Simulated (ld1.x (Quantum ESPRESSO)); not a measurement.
beryllium: variants of one TM potential

Base potential:

- Element: Be (Z = 4)
- Generator: ld1.x (Quantum ESPRESSO) 7.5
- Type: norm-conserving Troullier–Martins (Kleinman–Bylander form)
- Functional: PBE
- Relativity: scalar-relativistic
- Frozen core: [He]
- Valence charge: 2
- Reference configuration: 2s2 2p0
- Partial waves: 2s (bound): rc 2.10 bohr; 3d channel at 0.35 Ry: rc 4.30 bohr; 2p (bound, empty): rc 4.20 bohr
- Local potential: the p channel
- Core correction: none

All-electron outer shells of the reference configuration (PBE, scalar-relativistic, ld1.x):

```
shell  level (eV)  outermost node (bohr)  outermost maximum (bohr)
   1s     -106.21                      –                      0.27
   2s       -5.61                   0.59                      2.04
   2p       -2.02                      –                      2.28
```

Cutoffs, loose and tight: the cutoffs (Ry, on a coarse ladder) from which the occupation-weighted sum of valence levels, in a spherical-Bessel basis at the reference potential, stays within 10 and 1 mRy of its value at 400 Ry. They do not see the model core or the augmentation charge, which bear on the density cutoff. Test errors are all-electron minus pseudo excitation energies from the reference, over the configurations 2s1 2p0; 2s1.5 2p0; 2s1 2p1; 2s0 2p2; 2s0 2p1. A dash means not determined; rows that change the core or the reference have their own tests.

A true bound ghost makes a file unfit for plane-wave use even where its test errors are small: the radial tests pick states by their node count and pass the ghost by. Where a test does run into it, the solver fails or the error is huge.

| change | outcome | cutoff, loose | cutoff, tight | bound ghosts | largest test error (meV) |
| --- | --- | --- | --- | --- | --- |
| base | generated | 8 Ry | 21 Ry | none | -192 |
| wave 2s (bound): rc 2.10 bohr becomes 2s (bound): rc 3.24 bohr | generated | 6 Ry | 8 Ry | none | -246 |
| wave 2p (bound): rc 4.20 bohr becomes 2p (bound): rc 2.96 bohr | generated | 8 Ry | 21 Ry | none | -60 |
| core none, valence charge 4; reference 1s2 2s0.5 2p0; waves now 2p (bound): rc 4.10 bohr; 3d channel at 0.35 Ry: rc 3.50 bohr; 1s (bound): rc 0.40 bohr; local potential the s channel | generated | over 300 Ry | over 300 Ry | p | -17 over the solved tests; 3 of 7 tests not solved or not reliable |
| local potential all-electron potential smoothed inside 1.90 bohr (lloc = -1) | generated | 8 Ry | 21 Ry | none | -175 |
| reference 2s1 2p1 | generated | 8 Ry | 12 Ry | none | +83 |
| wave 3d channel at 0.35 Ry: rc 4.30 bohr becomes 3d channel at -0.07 Ry: rc 4.30 bohr | generated | 8 Ry | 21 Ry | none | -192 |
| wave 3d channel at 0.35 Ry: rc 4.30 bohr becomes 3d channel at 0.35 Ry: rc 2.90 bohr | generated | 8 Ry | 21 Ry | none | -192 |
| all radii scaled by about 0.88 (s 1.84, p 3.68, d 3.76 bohr) | generated | 10 Ry | 25 Ry | none | -131 |
| core correction a·sin(br)/r model core inside 1.08 bohr | generated | 8 Ry | 21 Ry | none | -225 |
| type PAW; waves now 2s (bound): rcut 1.85, rcutus 2.10 bohr; 2s channel at 2.15 Ry: rcut 1.85, rcutus 2.10 bohr; 2p (bound): rcut 3.65, rcutus 4.20 bohr; 2p channel at 1.05 Ry: rcut 3.65, rcutus 4.20 bohr; 3d channel at 0.35 Ry: rcut 3.75, rcutus 4.30 bohr; local potential all-electron potential smoothed inside 3.50 bohr (lloc = -2); core correction a·sin(br)/r model core, default radius (ld1.x builds one for every PAW set, though the input has nlcc=.false.); augmentation PSQ, inside the norm-conserving radii | generated | 6 Ry | 6 Ry | none | -6.3 |
